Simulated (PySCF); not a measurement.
In(H)(OH)2(NH3), H6InNO2, singlet at its CAM-B3LYP/def2-SVP optimised geometry (Å):

```
10

In    -0.0075    -1.4655     0.0000
H      1.7087    -1.4655     0.0000
O     -1.1255    -1.7589     1.6639
H     -0.9758    -2.5684     2.1625
O     -1.1253    -1.7662    -1.6624
H     -0.9512    -2.5611    -2.1764
N     -1.1272     0.5332     0.0000
H     -0.7185     1.4655     0.0027
H     -1.7087     0.4022     0.8323
H     -1.7068     0.4063    -0.8341
```

Calculation: CAM-B3LYP/def2-TZVP, def2 effective core potentials past Kr in PySCF 2.14.0. The core electrons that the potentials of In replace are not part of the density.

Map of the deformation density (molecule minus spherical neutral atoms) (e/bohr³) on the plane z = 1.0 Å:

```
|4444444444444444444444444444444|
|4444444444433334444444444444444|
|4444444433333333334444444444444|
|4444443333333333333344444444444|
|4444433333333333333334444444444|
|4444333333333333333333344444444|
|4443333333333333333333334444444|
|4433333333333333333333333344444|
|4333333333333333333333333334444|
|3333333333322233333333333333444|
|3333333332222233333333333333344|
|3333333222222233333333333333344|
|3333332123322233333333333333334|
|3333321026532233333333333333333|
|3333321015432333333333333333333|
|3333332001223333333333333333333|
|3333332211223333333333333333333|
|3333333222222322333333333333333|
|3333333333333322333344433333333|
|3333333333334333333444443333333|
|3333344444556533334444443333333|
|3333444456788743334444443333333|
|3333444457899753333444443333333|
|3333444456787653333444433333333|
|3333444445555543333333333333333|
|3333344444444433333333333333333|
|3333333443333333333333333333333|
|3333333333333333333333333333333|
|3333333333333333333333333333333|
|4333333333333333333333333333334|
|4333333333333333333333333333334|
```
Scale: ten equal steps from -0.020 (start of '0') to 0.030 (end of '9'), in the order '0123456789'; x runs from -4.00 to 4.00, y from -4.00 (bottom) to 4.00 (top).
